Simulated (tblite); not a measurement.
Species: C3H7FO3Si2.
Cartesian coordinates in Å at the GFN2-xTB level; atoms count from 1:
```
atom  x, y, z in Å
O1     2.5062   -1.1265   -1.3210
C2     1.6695   -0.6629   -0.5875
O3     1.9513   -0.3749    0.7089
C4     0.2794   -0.3338   -0.9106
Si5   -0.2623    1.3253   -0.0814
O6    -1.3881    2.0950   -0.9681
C7    -1.2277    0.3128    1.2219
Si8   -0.9249   -1.2923    0.2473
F9    -0.1880   -2.4416    1.1103
H10    2.8582   -0.6447    0.9162
H11    0.1197   -0.4603   -1.9785
H12    0.8230    2.2151    0.3086
H13   -1.1922    2.4787   -1.8187
H14   -2.2643    0.6006    1.3594
H15   -0.7594    0.3100    2.2012
H16   -2.0080   -1.9916   -0.4194
```

Calculated harmonic vibrations of the isolated species, GFN2-xTB (tblite), most abundant isotopes, no scaling. Errors from tens to a few hundred cm⁻¹ against measured bands are possible. Modes of hydrogen on silicon can be 10 to 20 % off. One conformer, not necessarily the lowest.

Harmonic wavenumbers (cm⁻¹): 49.2, 55.7, 98.1, 122.1, 145.8, 176.7, 206.9, 251.3, 261.0, 319.8, 414.5, 520.4, 547.0, 569.6, 571.8, 624.7, 631.0, 640.5, 687.2, 699.6, 743.3, 750.7, 762.6, 797.4, 844.3, 889.2, 938.1, 945.0, 1041.4, 1088.9, 1098.9, 1213.3, 1226.9, 1435.0, 1772.9, 2313.1, 2359.0, 3008.8, 3032.8, 3042.0, 3469.0, 3659.0.

A = 1497, B = 1084, C = 774.5 MHz; mass 165.992 u (most abundant isotopes); point group C1, symmetry number 1.

Problem. Zero-point energy?

Solution. ½Σν̃ = 22012 cm⁻¹ = 62.94 kcal/mol.

Problem. Give the ideal-gas entropy at 200 K and 1 bar in the rigid-rotor, harmonic-oscillator model (classical rotation).

Solution. Translation 39.27, rotation 28.74, vibration 22.72: S = 90.7 cal/(mol K).

Problem. And Cp and H(200 K) − H(0)?

Solution. Cp = 32.38 cal/(mol K), of which vibrations give 24.43 (their classical limit is 42 R = 83.5); H(200 K) − H(0) = 4.07 kcal/mol without the zero-point energy, 2.48 from vibrations.

Problem. What must be added to the electronic energy to get the Gibbs energy at 200 K and 1 bar?

Solution. ZPE + [H(200 K) − H(0)] − T·S = 62.94 + 4.07 − 18.15 = 48.86 kcal/mol.

Problem. Which modes carry the vibrational entropy at 200 K?

Solution. 49.2 cm⁻¹: 4.06; 55.7 cm⁻¹: 3.82; 98.1 cm⁻¹: 2.72; 122.1 cm⁻¹: 2.31; 145.8 cm⁻¹: 1.98; 176.7 cm⁻¹: 1.64 cal/(mol K); the other 36 give 6.19 together.

Problem. Blend soft modes into free rotors: weight 1/[1 + (100 cm⁻¹/ν̃)⁴] for the oscillator and the rest for a rotor with moment μB/(μ + B), μ = h/(8π²ν), B = 10⁻⁴⁴ kg m². What vibrational entropy results?

Solution. 21.11 cal/(mol K) in place of 22.72, which changes −T·S at 200 K by +0.32 kcal/mol.

Problem. How do the functions run with temperature in this model?

Solution. 
```json
{"T (K)": "50", "S (cal/(mol K))": "60.7", "Cp (cal/(mol K))": "14.3", "H − H(0) (kcal/mol)": "0.52", "G − H(0) (kcal/mol)": "-2.51", "ln q(vib)": "0.62"}
{"T (K)": "100", "S (cal/(mol K))": "72.8", "Cp (cal/(mol K))": "20.9", "H − H(0) (kcal/mol)": "1.41", "G − H(0) (kcal/mol)": "-5.87", "ln q(vib)": "2.07"}
{"T (K)": "298.15", "S (cal/(mol K))": "105.8", "Cp (cal/(mol K))": "43.3", "H − H(0) (kcal/mol)": "7.80", "G − H(0) (kcal/mol)": "-23.73", "ln q(vib)": "8.24"}
{"T (K)": "373.15", "S (cal/(mol K))": "116.2", "Cp (cal/(mol K))": "50.2", "H − H(0) (kcal/mol)": "11.31", "G − H(0) (kcal/mol)": "-32.07", "ln q(vib)": "10.52"}
{"T (K)": "500", "S (cal/(mol K))": "132.2", "Cp (cal/(mol K))": "58.6", "H − H(0) (kcal/mol)": "18.25", "G − H(0) (kcal/mol)": "-47.85", "ln q(vib)": "14.27"}
{"T (K)": "750", "S (cal/(mol K))": "158.1", "Cp (cal/(mol K))": "68.8", "H − H(0) (kcal/mol)": "34.30", "G − H(0) (kcal/mol)": "-84.26", "ln q(vib)": "21.03"}
{"T (K)": "1000", "S (cal/(mol K))": "178.8", "Cp (cal/(mol K))": "74.9", "H − H(0) (kcal/mol)": "52.32", "G − H(0) (kcal/mol)": "-126.46", "ln q(vib)": "26.98"}
```

q(vib) and H(0) count from the zero-point level.

Hindered rotation and anharmonicity are outside this model. Other conformers, if any are populated, would add a mixing term that is left out. The structure is chiral; the term R ln 2 for an equal mix with its mirror image is left out.
